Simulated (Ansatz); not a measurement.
A run for Ansatz (an electronic-structure program): U-PBE0/def2-TZVPPD on O2 (SMILES O=O). The basis file is the Basis Set Exchange's JSON of that set.

Ansatz 0.2 input:
```yaml
crystal:
  periodic: [false, false, false]
  atoms:
    - {symbol: O, position_ang: [0.00000000, -0.00000000, 0.60215214]}
    - {symbol: O, position_ang: [-0.00000000, 0.00000000, -0.60215214]}
basis:
  gaussian:
    orbitals: def2-TZVPPD.json
hamiltonian:
  xc: {name: PBE0}
magnetization: {spin_polarized: true, initial_magnetization: 2}
```

It printed:

```
WARN ansatz: RAYON_NUM_THREADS=1 ignored (pool sized by the plan → 1); use --threads N
Functional definition: PBE0
integrals: 0.01 GiB planned
368 factors; their error is unknown
mean field: 0.18 GiB planned
mean field evaluation 1: about -4087.7147 eV, gradient 1.2e1 eV
mean field evaluation 2: about -4087.9944 eV, gradient 6.5e0 eV
mean field evaluation 4: about -4088.1173 eV, gradient 3.2e-1 eV
mean field evaluation 8: about -4088.1393 eV, gradient 9.2e-4 eV
mean field -4088.13928655 eV, -150.2363477404 hartree, gradient 2.7e-5 eV, S^2 2.010212; 0 other end points of the search recorded, 0 dependent functions left out
reference -4088.13932095 eV, -150.2363490045 hartree; 9, 7 occupied and 71, 73 virtual orbitals, 368 factors
Total energy: -4088.13932095 eV, -150.2363490045 hartree
```

Self-consistency was reached.

Cost: very roughly 0.9 core-seconds.
